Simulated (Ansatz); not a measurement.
Molecule: C₃H₉AlO, net charge 0, singlet state. 
Structure (B3LYP-D3(BJ)/def2-TZVP (Ansatz, a program for electronic structure) minimum search):
SMILES: C[O][Al]([CH3])[CH3]
```xyz
14

C      2.3275     0.3979    -0.3803
O      1.1742    -0.3989    -0.3010
Al    -0.4584    -0.1153     0.0716
C     -1.0527     1.6994     0.4994
C     -1.6374    -1.6671     0.0277
H      2.7477     0.3526    -1.3898
H      3.0871     0.0311     0.3168
H      2.1293     1.4504    -0.1432
H     -1.7807     1.7006     1.3153
H     -0.2311     2.3613     0.7818
H     -1.5515     2.1548    -0.3626
H     -2.5185    -1.4825    -0.5938
H     -2.0102    -1.9050     1.0290
H     -1.1309    -2.5540    -0.3570
```

Parts of the frozen-core correlation energy in 6-31G (Ansatz, hartree). Frozen orbitals: 9; correlated occupied orbitals by spin: 15 and 15; virtual: 43 and 43. No spin-orbit coupling. Non-relativistic.

```tsv
term	value
reference (HF)	-435.57011
MP2 opposite-spin	-0.33714
MP2 same-spin	-0.09213
CCSD correlation	-0.47855
(T)	-0.00984
T1 diagnostic	0.013
largest doubles amplitude	0.025
```
